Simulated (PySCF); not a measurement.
# A search over the determinants of TlI

Unrestricted PBE0; Tl cc-pVTZ-PP with ECP60, I cc-pVTZ-PP with ECP28; scalar-relativistic core potentials (PySCF 2.14). Outer shells of the fragments: Tl 5d10 6s2 6p1; I 4d10 5s2 5p5.

Followed along the bond (rough minima from three points):

```json
{"2Ms+1": "1", "unpaired": "none", "⟨S²⟩ at the start": "0.00", "R at minimum (Å)": "2.85", "Te (eV)": "0.00"}
{"2Ms+1": "3", "unpaired": "σ ↑, π ↑", "⟨S²⟩ at the start": "2.01", "R at minimum (Å)": "3.00", "Te (eV)": "3.45"}
```

Solutions found at the starting distance of 2.740 Å, counted from the lowest of them; the search is not exhaustive and high or unbound solutions are not listed, so other states can lie among these:

| 2Ms+1 | unpaired | term | E (eV) | ⟨S²⟩ | ⟨Lz²⟩ | μ (D) |
| --- | --- | --- | --- | --- | --- | --- |
| 1 | none | ¹Σ⁺ | 0.00 | 0.00 | 0.00 | -3.75 |
| 3 | σ ↑, π ↑ | ³Π | 3.48 | 2.01 | 1.00 | -0.37 |
| 1 | σ ↑, π ↓ | mixed | 3.69 | 1.01 | 1.00 | -0.09 |
| 3 | π ↑↑ | mixed | 4.21 | 2.01 | 2.01 | 2.58 |
| 3 | π ↑↑ | mixed | 4.35 | 2.01 | 2.01 | 2.66 |
| 3 | σ ↑↑ | ³Σ⁺ | 4.99 | 2.00 | 0.00 | 1.03 |
| 3 | σ ↑, π ↑ | ³Π | 5.80 | 2.00 | 1.01 | 3.56 |

A term symbol is given only where ⟨S²⟩ and ⟨Lz²⟩ are close to those of a pure state; real π, δ and φ orbitals otherwise mix terms. A positive dipole means Tl(−)I(+).

These are scalar-relativistic numbers at best; spin–orbit coupling would shift them, the dissociation energy most. Counting both spins, an empty level lies below a filled one in some of these solutions, because spin and occupation are held.
